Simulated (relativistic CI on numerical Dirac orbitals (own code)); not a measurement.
# Spin-allowed bands of a d7 ion in a tetrahedral site, by hand

Problem. Take Δ = 5170 cm⁻¹ and B = 940 cm⁻¹ for a d7 ion in a tetrahedral site. Calculate the three spin-allowed bands.

Working.
1. The terms of highest spin are 4F (energy 0) and 4P (15B = 14100 cm⁻¹). Here the F term splits into A2 at −1.2Δ = -6204, T2 at −0.2Δ = -1034 and T1 at +0.6Δ = 3102 cm⁻¹.
2. The two T1 states mix through the element 0.4Δ: H = [[3102, 2068], [2068, 14100]], with roots ½(H₁₁ + H₂₂) ∓ ½√[(H₂₂ − H₁₁)² + 4H₁₂²] = ½(17202) ∓ ½(11750) = 2726 and 14476 cm⁻¹.
3. The ground term is 4A2 at -6204 cm⁻¹.
4. Bands: 4T2 5170 cm⁻¹ (1934 nm), 4T1(F) 8930 cm⁻¹ (1120 nm), 4T1(P) 20680 cm⁻¹ (484 nm).

Check. Exact diagonalisation of the whole d7 shell with these parameters gives 4T2 5170, 4T1 8930, 4T1 20680 cm⁻¹. The match is exact, since without spin-orbit coupling no other term has this spin. The ratio of the second band to the first, 1.727, depends on Δ/B = 5.5 alone, which is how a Tanabe-Sugano diagram is read.
